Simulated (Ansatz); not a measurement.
Reactions of `C=[CH][Al]([F])[SiH3]`.

Gas-phase electronic energies from Ansatz, PBE0-D4/def2-TZVP geometries. CBS: MP2 limit from def2 TZ/QZ plus the TZ coupled-cluster correction, frozen cores. This one scheme is used for every species, atoms too. Functionals use def2-TZVPP. B3LYP here is the variant with VWN-RPA as its local correlation; programs differ in this. No spin–orbit coupling; open shells (•) take unrestricted orbitals. Spin–orbit coupling would lower the free atoms: a little for Al, C, F, Si. Elements past krypton have def2 core potentials. Bonds to Ga, Sn are less sure, by a few kJ/mol each and by 10 to 20 or more in all where they break to atoms, as the def2 sets lack core-valence functions. Scalar relativity is left out up to krypton. One conformer a species, not always the lowest.

| reaction | B3LYP-D4 (kJ/mol) | MP2/CBS(def2) (kJ/mol) | ωB97X-V (kJ/mol) |
| --- | --- | --- | --- |
| `C=[CH][Al]([F])[SiH3]` → Al• + 2 C• + F• + 6 H• + Si• | 3970 | 4032 | 3988 |
| `C=[CH][Al]([F])[SiH3]` + `[OH][Al]([OH])[Cl]` → `[OH][Al]([Cl])[O][SiH3]` + `C=[CH][AlH][F]` | -101 | -108 | -99 |
| `C=[CH][Al]([F])[SiH3]` + `[OH][SnH2][OH]` → `[OH][SnH2][O][SiH3]` + `C=[CH][AlH][F]` | -96 | -106 | -95 |
| `C=[CH][Al]([F])[SiH3]` + `C=C[Si](N)(O)F` → `C=C[Si](N)(F)O[SiH3]` + `C=[CH][AlH][F]` | -99 | -105 | -95 |
| `C=[CH][Al]([F])[SiH3]` → `C=[CH][AlH][F]` + `[SiH2]` | 239 | 255 | 253 |
| `C=[CH][Al]([F])[SiH3]` + `[OH][GaH2]` → `[SiH3][O][GaH2]` + `C=[CH][AlH][F]` | -94 | -102 | -92 |
| `C=[CH][Al]([F])[SiH3]` + H₂ → `C=[CH][AlH][F]` + SiH₄ | -15 | -15 | -16 |

Give the CCSD(T)/CBS values in the same order. (An estimate is asked.)

The calculation gave: 3985, -100, -97, -96, 243, -93, -13 kJ/mol.

Largest T1 diagnostic: 0.018, for Al•.
